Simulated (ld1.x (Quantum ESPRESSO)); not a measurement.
Values are calculated unless marked as measured or tabulated.
## Hardness and transferability of assorted potentials

Generated with ld1.x 7.5 (TM, RRKJ, ultrasoft, PAW), atompaw 4.2 or ONCVPSP 4.0.1. The cutoff is in Ry: for ld1.x and atompaw files where the sum of valence levels is converged to 10 mRy in a Bessel basis, for ONCV files where the hardest occupied wave has 1 mHa per electron of residual kinetic energy. The error is the largest all-electron minus pseudo excitation energy over each file’s own four to seven test configurations (ionisations up to +4, promotions, holes and added fractions of an electron), all of which were solved. The labels leave out finer settings (local radius, basis sizes, second energies), which also bear on the numbers. Spin-polarised tests are not counted. The rows are a selection from randomly drawn settings: files with unsolved tests, undetermined cutoffs or missed reference levels are left out.

A true bound ghost makes a file unfit for plane-wave use even where its test errors are small: the radial tests pick states by their node count and pass the ghost by.

```tsv
element	potential	cutoff (Ry)	largest error (meV)	bound ghosts
Ne	PAW, BLYP, scalar-relativistic, rc 0.75/1.15/0.85 (spd), local smoothed, core correction yes, reference 2s2 2p5.5	55	-25	none
Ne	TM, revPBE, scalar-relativistic, rc 0.60/1.30/1.30 (spd), local p, core correction yes, reference 2s2 2p5	200	+1374	none
Cr	TM, PW91, scalar-relativistic, rc 1.00/1.20/1.60 (spd), local s, core correction no, reference 3s2 3p6 3d5 4s0 4p0	140	+356	none
Br	ultrasoft, LDA (PZ), scalar-relativistic, rc 1.30/1.90/1.80 (spd), local smoothed, core correction yes, reference 4s2 4p5	21	-124	s
Ru	TM, LDA (PZ), scalar-relativistic, rc 2.85/1.90/1.90 (spd), local p, core correction no, reference 4p6 4d7 5s1 5p0	50	+195	s
I	RRKJ, PBE, fully relativistic, rc 1.55/1.70/1.15 (spd), local s, core correction yes, reference 4d10 5s1 5p6	110	-374	none
```

(1) Fill in the row for F: ultrasoft, PBE, scalar-relativistic, rc 0.80/1.00/0.85 (spd), local smoothed, core correction yes, reference 2s2 2p5.

Answers

(1) cutoff 80 Ry, largest error +189 meV, bound ghosts: none.
